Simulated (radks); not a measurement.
The numbers below are computed, except where a source is named.
Pb, 82 electrons, occupied as [Hg] 6p2.

Code: a radial shooting solver on a logarithmic mesh with Libxc functionals. Model: scalar-relativistic Kohn-Sham, LDA (Slater exchange, VWN5 correlation), spin-polarised, spherical densities, finite nucleus; open shells are filled with parallel spins first (spin-orbit coupling, left out, can overturn this in heavy ions); Fermi nuclear charge, rms radius 5.5012 fm.

Energy parts (hartree):
total: -20864.9208
kinetic: 23559.0111
electron-nucleus: -52087.8607
Hartree: 8039.1508
exchange-correlation: -375.2220

Orbitals (lengths in bohr, moments of r in powers of bohr; <r^-3> diverges for s and p1/2):
orbital	occ.	eigenvalue (hartree)	<r^-3>	<r^4>	<r>
1s up	1	-3234.119	-	3.545e-07	0.01607
1s down	1	-3234.119	-	3.545e-07	0.01607
2s up	1	-578.5626	-	0.00005115	0.06766
2s down	1	-578.5624	-	0.00005115	0.06766
2p up	3	-496.7083	29530	0.00004238	0.06145
2p down	3	-496.7079	29530	0.00004238	0.06145
3s up	1	-138.8724	-	0.001836	0.1747
3s down	1	-138.8720	-	0.001836	0.1747
3p up	3	-115.3891	6849	0.002046	0.1765
3p down	3	-115.3886	6849	0.002046	0.1765
3d up	5	-91.33019	832.4	0.001570	0.1600
3d down	5	-91.32980	832.4	0.001570	0.1600
4s up	1	-31.40721	-	0.04013	0.3846
4s down	1	-31.40657	-	0.04013	0.3846
4p up	3	-23.70480	1687	0.05391	0.4103
4p down	3	-23.70409	1687	0.05391	0.4103
4d up	5	-14.76796	181.2	0.07248	0.4312
4d down	5	-14.76718	181.2	0.07247	0.4312
4f up	7	-4.89364	36.73	0.1191	0.4539
4f down	7	-4.89277	36.73	0.1191	0.4539
5s up	1	-5.29968	-	0.9567	0.8528
5s down	1	-5.29798	-	0.9559	0.8527
5p up	3	-3.15613	316.1	1.730	0.9766
5p down	3	-3.15409	316.3	1.723	0.9760
5d up	5	-0.78209	21.17	7.119	1.311
5d down	5	-0.77478	21.39	6.821	1.302
6s up	1	-0.46313	-	58.50	2.315
6s down	1	-0.43171	-	56.95	2.293
6p up	2	-0.14934	20.38	279.2	3.307
6p down	0	-0.11294	20.02	346.4	3.408
7s up	0	-0.02336	-	7652	7.563
7s down	0	-0.01486	-	13560	8.535

The highest occupied level is 6p up at -4.064 eV. The electron density at the nucleus is 2.943e+06 e/bohr^3 (large components only). The spin density at the nucleus is -9.987 e/bohr^3 (1s -0.347, 2s 0.112, 3s 0.074, 4s -0.037, 5s 0.052, 6s -9.841). Summed over all electrons, <r^2> = 73.16 bohr^2, which gives a Langevin (diamagnetic) susceptibility term of -57.9 x 10^-6 cm^3/mol. The density falls to 0.001 e/bohr^3 at r = 4.74 bohr.
